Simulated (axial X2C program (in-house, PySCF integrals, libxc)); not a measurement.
**Worked dissociation energy of SnS: B97-3, spin-free**

All values were computed with an axial X2C code built on PySCF integrals. Spin-free means the one-electron spin-free X2C Hamiltonian. Basis: Sn dyall-cv3z [11s12p9d4f1g], S dyall-av3z [9s8p3d2f] (cores contracted in-house); Gaussian nuclei, density fitting, unrestricted open shells. Masses: Sn 119.902 u, S 31.972 u.

Molecular state: M_S = 0, Λ = 0 (closed shell).

```
E(Sn) (2M_S = 2, M_L = 0) : -6176.197798 hartree
E(S) (2M_S = 2, M_L = 0)  : -399.168033 hartree
E(SnS) at Re              : -6575.552968 hartree
ωe                        : 491.6 cm⁻¹
ωexe                      : 1.09 cm⁻¹
```

Question: Work out De and D0.

Answer: De = -6176.197798 + (-399.168033) − (-6575.552968) = 0.18714 hartree = 5.092 eV. The zero-point energy is ωe/2 − ωexe/4 = 246 cm⁻¹ = 0.030 eV, so D0 = 5.062 eV.

The state is one determinant whose occupation by symmetry is held fixed; it was picked as the lowest of a PBE0 search that is not exhaustive. The closed shell is kept restricted, so the energy runs too high when the bond is stretched far. De is counted from the lowest determinant-based energies of the atoms at the same level, without counterpoise correction. Spin-free De lacks the spin–orbit lowering of the heavy p-block atom, a tenth of an eV or more for 4p and 5p, up to an eV for 6p and one to two eV for 7p atoms, less what an open-shell molecule gains itself.

Each atomic determinant is the lowest at this level and need not be a pure term. Totals compare only within one Hamiltonian and basis.
